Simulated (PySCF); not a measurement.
C₅H₁₂OS₂Si.
Numbering: `[CH3:1][O:2][C@@H:3]1[S:4][Si@H:5]([S:6][CH3:7])[C@@H:8]1[CH3:9]`

Cartesian coordinates in Å at the GFN2-xTB level; atoms count from 1:
```xyz
21
C5H12OS2Si angstrom
C      3.2052    1.0656   -0.2271
O      2.2825    0.1360    0.2907
C      1.2810   -0.2056   -0.5721
S      0.0872    1.2102   -0.9416
Si    -1.2406   -0.4503   -0.6686
S     -2.8606   -0.2388    0.7021
C     -3.7593    1.0803   -0.1711
C      0.3357   -1.2768   -0.0138
C      0.3950   -1.3697    1.5049
H      3.9400    1.2397    0.5555
H      2.7004    2.0040   -0.4815
H      3.6985    0.6724   -1.1238
H      1.6716   -0.4850   -1.5616
H     -1.7245   -0.9399   -1.9575
H     -4.5982    1.3560    0.4584
H     -4.1150    0.7062   -1.1256
H     -3.1019    1.9315   -0.3153
H      0.5707   -2.2481   -0.4501
H      1.3741   -1.7157    1.8280
H      0.2152   -0.3949    1.9528
H     -0.3660   -2.0604    1.8616
```

Definitions: NICS(0) = −σiso at the ring centroid; NICS(1) = −σiso and NICS(1)zz = −σzz at ±1 Å along the ring normal z. Level: GIAO PBE0/pcSseg-1 (PySCF, non-relativistic, gas phase) on the GFN2-xTB geometry, one conformer.

Ring bond lengths (Å), with Mayer bond orders in brackets: C3–S4 1.888 (0.99), S4–Si5 2.144 (1.00), Si5–C8 1.896 (0.89), C8–C3 1.534 (0.94).

Problem. What do the NICS probes read (ppm)?

Solution. 
```tsv
ring	type	NICS(0)	NICS(1), two faces	NICS(1)zz, two faces	rms pucker (Å)	centre to ring atoms, mean (Å)
C3–S4–Si5–C8	4-membered ring with S and Si; formal bonds all single	-3.9	-1.2 / -2.8	8.9 / 1.0	0.11	1.31
```

Problem. What can be read from them?

Solution. 
- C3–S4–Si5–C8: mean NICS(1)zz 5.0 ppm, deshielded. C3, Si5, C8 have four or more neighbours; no verdict on aromaticity is drawn. The two faces differ by 7.9 ppm, so no symmetry operation interchanges them.

Problem. What field does 7.05 T along the ring normal induce along that normal at the first NICS(1) probe listed for ring C3–S4–Si5–C8, 1 Å off the ring?

Solution. NICSzz × B0 = 8.9 ppm × 7.05 T = 63 μT, along the applied field.

Problem. How shielded are the nuclei of the rings and their hydrogens (means over atoms taken as equivalent)?

Solution. 
| atoms | environment | σ isotropic (ppm) | principal values of the symmetric part, first atom (ppm) |
| --- | --- | --- | --- |
| C3 | sp3 carbon bound to oxygen | 98.6 | 64.9, 97.1, 133.9 |
| S4 | sulfur bonded to C and Si | 505.3 | 351.1, 413.2, 751.6 |
| Si5 | SiH silicon | 345.4 | 278.2, 318.4, 439.7 |
| C8 | sp3 carbon bound to silicon | 149.1 | 116.6, 151.3, 179.4 |
| H13 | methine hydrogen | 26.23 | 22.0, 26.3, 30.3 |
| H14 | Si–H hydrogen | 25.94 | 20.7, 25.3, 31.8 |
| H18 | methine hydrogen | 29.17 | 25.3, 27.3, 34.9 |
